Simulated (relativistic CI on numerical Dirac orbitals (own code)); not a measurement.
# Os3+ (5d5) in a crystal field

Calculated by Dirac-Coulomb-Breit CI, separate exchange-only KLI orbitals for each configuration, model QED (radiative potential, 1s self-energy scaled to tabulated hydrogen-like ionisation energies), valence Slater integrals scaled by 0.9, one configuration in a parametric crystal field (own radial code). With so little scaling, terms lie 10 to 35 % too far apart, which can change the order of excited levels.

Field parameters in Wybourne normalisation: Oh B⁴₀ = 21Dq, B⁴₄ = √(5/14) B⁴₀. The field is a parameter set, without covalency.

S and J are read from ⟨S²⟩ = S(S + 1) and ⟨J²⟩ = J(J + 1) of each level; they are not fictitious spins.

Oh, 10Dq = 7000 cm⁻¹, the lowest 10 levels:

```json
{"E (cm⁻¹)": "0.0", "Degeneracy": "2", "Irrep": "Γ7", "S": "2.40", "J": "2.52"}
{"E (cm⁻¹)": "59.6", "Degeneracy": "4", "Irrep": "Γ8", "S": "2.41", "J": "2.52"}
{"E (cm⁻¹)": "13383", "Degeneracy": "2", "Irrep": "Γ7", "S": "1.22", "J": "3.25"}
{"E (cm⁻¹)": "16853", "Degeneracy": "4", "Irrep": "Γ8", "S": "1.42", "J": "3.31"}
{"E (cm⁻¹)": "17817", "Degeneracy": "4", "Irrep": "Γ8", "S": "1.43", "J": "3.65"}
{"E (cm⁻¹)": "19158", "Degeneracy": "2", "Irrep": "Γ6", "S": "1.47", "J": "3.13"}
{"E (cm⁻¹)": "19652", "Degeneracy": "2", "Irrep": "Γ7", "S": "1.43", "J": "3.42"}
{"E (cm⁻¹)": "20122", "Degeneracy": "4", "Irrep": "Γ8", "S": "1.39", "J": "3.74"}
{"E (cm⁻¹)": "21334", "Degeneracy": "4", "Irrep": "Γ8", "S": "1.31", "J": "4.54"}
{"E (cm⁻¹)": "21765", "Degeneracy": "2", "Irrep": "Γ6", "S": "1.44", "J": "4.94"}
```

Principal g values of the ground doublet: 3.25, 3.25, 3.25.

Oh, 10Dq = 12600 cm⁻¹, the lowest 16 levels:

```tsv
E (cm⁻¹)	Degeneracy	Irrep	S	J
0.0	2	Γ7	2.27	2.67
338	4	Γ8	2.36	2.59
7277	2	Γ7	1.23	3.64
12626	4	Γ8	1.26	3.85
13194	4	Γ8	1.49	3.55
15053	2	Γ6	1.48	3.07
16133	4	Γ8	1.33	3.92
16693	2	Γ7	1.43	3.52
18693	2	Γ6	1.46	4.34
19048	4	Γ8	1.37	4.17
19407	4	Γ8	1.09	4.31
19721	2	Γ7	1.15	4.28
21563	4	Γ8	1.12	4.08
21928	2	Γ7	1.17	4.72
23006	2	Γ6	1.19	4.20
24060	4	Γ8	1.39	4.53
```

Principal g values of the ground doublet: 3.13, 3.13, 3.13.

Oh, 10Dq = 18250 cm⁻¹, the lowest 16 levels:

| E (cm⁻¹) | Degeneracy | Irrep | S | J |
| --- | --- | --- | --- | --- |
| 0.0 | 2 | Γ7 | 1.30 | 3.67 |
| 2984 | 4 | Γ8 | 2.18 | 2.86 |
| 5400 | 2 | Γ7 | 2.05 | 3.16 |
| 8525 | 4 | Γ8 | 1.03 | 4.12 |
| 12244 | 4 | Γ8 | 1.54 | 3.52 |
| 13652 | 2 | Γ6 | 1.48 | 3.08 |
| 14411 | 4 | Γ8 | 1.55 | 3.82 |
| 15809 | 2 | Γ7 | 1.55 | 3.67 |
| 17585 | 2 | Γ6 | 1.47 | 4.05 |
| 17980 | 4 | Γ8 | 1.41 | 3.82 |
| 18044 | 2 | Γ7 | 1.31 | 3.79 |
| 18407 | 4 | Γ8 | 1.26 | 3.98 |
| 20819 | 4 | Γ8 | 0.92 | 4.56 |
| 22350 | 2 | Γ7 | 0.81 | 4.86 |
| 23786 | 2 | Γ6 | 0.82 | 4.63 |
| 24895 | 2 | Γ7 | 0.99 | 4.50 |

Principal g values of the ground doublet: 2.49, 2.49, 2.49.

The free-ion ground term has S = 5/2. The field overcomes the spin-pairing energy for Oh, 10Dq = 18250 cm⁻¹, where the ground state has lower spin; these fields are assumed values.

Levels of this model without a field, named by their leading LS term: 6S_5/2 0, 4G_5/2 18993, 4G_7/2 22222, 4G_11/2 22959, 4G_5/2 23406, 4G_9/2 23582, 4P_3/2 23611, 4P_1/2 25942 cm⁻¹.
